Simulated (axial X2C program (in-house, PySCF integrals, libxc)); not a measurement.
**VCl⁻: from Re and ωe to a spectrum**

A bond curve at the PBE0 level, 2c, was computed with an in-house relativistic program for diatomic molecules (basis V dyall-acv3z [11s11p7d4f2g], Cl dyall-av3z [9s8p3d2f] (cores contracted in-house)) for the state Ω = 5/2 (⟨Sz⟩ = 2.50, ⟨Lz⟩ = 0.00 at PBE0). Its fit gives Re = 2.3773 Å, ωe = 284.7 cm⁻¹, ωexe = 1.84 cm⁻¹ and αe = 1.141e-03 cm⁻¹; the masses are 50.9440 and 34.9689 u. Two-component means X2C with spin–orbit coupling and atomic mean-field Coulomb and Gaunt terms.

Find the reduced mass, Be and the force constant.

From the PBE0 values: μ = 20.7356 u. Be = 16.8576/(μ Re²) = 0.1439 cm⁻¹. k = 5.8918×10⁻⁷ μ ωe² = 0.99 mdyn/Å.

A Morse curve ties αe to the other constants (Pekeris). How well does that hold?

αe(Morse) = 6Be²/ωe × (√(ωexe/Be) − 1) = 1.124e-03 cm⁻¹; the PBE0 curve gives 1.141e-03 cm⁻¹, a ratio of 0.98.

Where do the fundamental and the first overtone lie?

ν(1←0) = ωe − 2ωexe = 281.0 cm⁻¹; ν(2←0) = 2ωe − 6ωexe = 558.4 cm⁻¹.

Estimate the centrifugal constant by the Kratzer relation.

D = 4Be³/ωe² = 1.47e-07 cm⁻¹.

One determinant describes the state; a PBE0 search over occupations chose it and may have missed a lower one. Density functionals use the spin component along the axis (collinear). Other states lie close and PBE0, whose exact exchange favours high spin, may order them wrongly; the determinant shown need not be the ground state. The nearest other 2c determinant of the search, Ω = 3/2, lies 0.13 eV up at the distance of the search. With several unpaired electrons one determinant need not be a pure state. The highest occupied level of some functionals is positive through self-interaction error; at Hartree–Fock it is bound. This is the top spin component of a Σ state; components of lower Ω are not single determinants and can lie lower.
